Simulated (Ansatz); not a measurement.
Consider the substitution at a C–C bond: `CC(C)CC(C)O` + `O[SiH2]O[SiH](O)O` → `CO[SiH](O)O[SiH2]O` + `CC(C)CCO`.

Gas-phase electronic energies from Ansatz, PBE0-D4/def2-TZVP geometries. CCSD(T)/CBS adds triple-zeta CCSD(T) − MP2 to the extrapolated MP2 energy (def2 sets, frozen cores). DFT in def2-TZVPP. One conformer a species, not always the lowest.

`CC(C)CC(C)O`:

```xyz
21

C    -1.608   -0.207    1.894
C    -0.575   -0.627    0.860
C    -1.155   -1.669   -0.087
C    -0.052    0.600    0.120
C     1.061    0.335   -0.874
C     1.542    1.613   -1.534
O     2.113   -0.302   -0.163
H    -1.195    0.521    2.597
H    -1.964   -1.066    2.470
H    -2.478    0.252    1.413
H     0.274   -1.080    1.383
H    -0.403   -2.057   -0.776
H    -1.973   -1.245   -0.680
H    -1.558   -2.518    0.471
H    -0.880    1.082   -0.414
H     0.318    1.328    0.852
H     0.687   -0.343   -1.656
H     1.920    2.309   -0.781
H     0.731    2.099   -2.082
H     2.347    1.409   -2.247
H     2.849   -0.434   -0.766
```

`O[SiH2]O[SiH](O)O`:

```xyz
12

O    -1.122   -0.668   -1.507
Si    0.048   -1.522   -0.703
O     0.587   -0.550    0.475
Si    0.252    0.909    1.154
O    -0.684    1.751    0.115
O     1.612    1.740    1.477
H    -1.852   -1.150   -1.896
H    -0.549   -2.760   -0.143
H     1.169   -1.846   -1.613
H    -0.388    0.678    2.459
H    -1.114    1.223   -0.567
H     2.041    2.194    0.750
```

`CO[SiH](O)O[SiH2]O`:

Z-matrix (Å, degrees):
```
C
O 1 1.415
H 1 1.095 2 111.1
H 1 1.093 2 111.0 3 -121.5
H 1 1.091 2 108.2 3 119.0
Si 2 1.638 1 123.7 3 63.7
O 6 1.618 2 106.1 1 172.6
O 6 1.633 2 106.4 1 51.7
H 6 1.478 2 112.0 1 -68.5
Si 7 1.647 6 136.4 2 -7.8
H 8 0.958 6 118.8 2 -169.4
O 10 1.634 7 110.1 6 30.8
H 10 1.485 7 107.5 6 -91.3
H 10 1.478 7 108.8 6 148.7
H 12 0.964 10 114.1 7 -34.3
```

`CC(C)CCO`:

Cartesian coordinates in Å:
```
C -0.685 1.762 -0.725
C 0.157 0.614 -0.188
C 1.098 0.089 -1.262
C -0.744 -0.483 0.372
C -0.021 -1.623 1.064
O 0.796 -1.197 2.136
H -0.057 2.578 -1.090
H -1.313 1.429 -1.558
H -1.346 2.168 0.046
H 0.768 0.992 0.640
H 1.777 -0.673 -0.875
H 0.535 -0.350 -2.093
H 1.711 0.897 -1.670
H -1.355 -0.904 -0.439
H -1.454 -0.035 1.081
H -0.754 -2.368 1.404
H 0.650 -2.133 0.370
H 0.237 -0.763 2.786
```

```csv
level,ΔE (kcal/mol)
r2SCAN,16.4
HF/CBS(def2),13.3
```

(1) What does CCSD(T)/CBS give? (Estimate.)

Largest T1 diagnostic among the species: 0.012.

Answers

(1) Computed: +17.5 kcal/mol. The listed levels differ from it by -1.1, -4.2 kcal/mol.

In def2-TZVPP, CCSD(T) changes the Hartree–Fock value by +3.3 kcal/mol (the triples alone add +0.3 kcal/mol) and MP2 by +4.8 kcal/mol.

CCSD(T)/CBS has its own doubt, a few kJ/mol and more with outer-core shells, so smaller differences from it don't rank the levels.
